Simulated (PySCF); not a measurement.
A structure optimised at PBE-D3(BJ)/def2-SVP, used in a PySCF frequency run:

```
Si
O 1 1.6866
C 2 1.4114 1 124.44
H 3 1.1099 2 108.71 1 176.56
H 3 1.1153 4 107.62 2 122.19
H 3 1.1158 4 107.51 5 115.61
H 1 1.4987 2 104.95 3 -171.94
C 1 1.8799 7 111.57 2 -123.25
H 8 1.1081 1 112.13 7 52.68
H 8 1.1094 9 108.56 1 119.86
H 8 1.1094 9 108.39 10 116.44
C 1 1.9139 7 108.76 2 118.29
F 12 1.4035 1 107.30 7 66.69
H 12 1.1136 13 109.15 1 121.91
H 12 1.1151 14 107.06 13 -117.61
```

Problem. Write its SMILES and formula.

Solution. CO[Si@@H](C)CF, C3H9FOSi

Problem. What are its rotational constants (standard atomic weights)?

Solution. 4.2058, 1.6831, 1.4211 GHz
